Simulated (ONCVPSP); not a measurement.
Lu (Z = 71), ONCV: configuration errors across variants

ONCVPSP 4.0.1 input, shortened (lines: element, Z, core and valence counts, functional; n l f; lmax; l rc ep ncon nbas qcut; lloc lpopt rc5 dvloc0; l nproj debl; icmod fcfact rcfact), PBE, scalar-relativistic:

```
  Lu 71.00    9    5        4      upf
    1    0    2.00
    2    0    2.00
    2    1    6.00
    3    0    2.00
    3    1    6.00
    3    2   10.00
    4    0    2.00
    4    1    6.00
    4    2   10.00
    4    3   14.00
    5    0    2.00
    5    1    6.00
    5    2    1.00
    6    0    2.00
    3
    0    1.75    0.00    3    6    7.50
    1    1.50    0.00    4    8    4.50
    2    3.10    0.00    4    9    4.40
    3    1.05    0.00    4    8   14.10
    3    5    1.05    0.00
    0    2    1.60
    1    3    3.00
    2    2    2.80
    3    0    0.60
    0    0.00    0.00
```

All-electron excitation energies from the reference (eV): (1) 4f14 5s2 5p6 5d1 6s1 7.366; (2) 4f14 5s2 5p6 5d1 6s0 20.645; (3) 4f13 5s2 5p6 5d1 6s2 17.540.

1 further variants failed, have other tests or too few solved ones, and are left out.

A true bound ghost makes a file unfit for plane-wave use even where its test errors are small: the radial tests pick states by their node count and pass the ghost by.

Errors AE − PS in meV (a dash: test not solved or not reliable):

```json
{"change": "base", "(1)": "-2.0", "(2)": "-12", "(3)": "-73", "bound ghosts": "s", "GHOST(+) flags above zero": "p, d"}
{"change": "s: rc 1.42", "(1)": "-1.9", "(2)": "-11", "(3)": "-95", "bound ghosts": "s", "GHOST(+) flags above zero": "p, d"}
{"change": "s: rc 1.64", "(1)": "-2.0", "(2)": "-12", "(3)": "-80", "bound ghosts": "s", "GHOST(+) flags above zero": "p, d"}
{"change": "s: rc 2.14", "(1)": "-2.4", "(2)": "-13", "(3)": "-34", "bound ghosts": "s", "GHOST(+) flags above zero": "p, d"}
{"change": "s: rc 2.3", "(1)": "-2.5", "(2)": "-14", "(3)": "-18", "bound ghosts": "s", "GHOST(+) flags above zero": "p, d"}
{"change": "s: rc 2.5", "(1)": "-2.6", "(2)": "-15", "(3)": "-5.7", "bound ghosts": "s", "GHOST(+) flags above zero": "p, d"}
```

(1) Give the same row for: s: rc 1.94.

Answers

(1) -2.2, -13, -53; bound ghosts: s; GHOST(+) flags above zero: p, d.
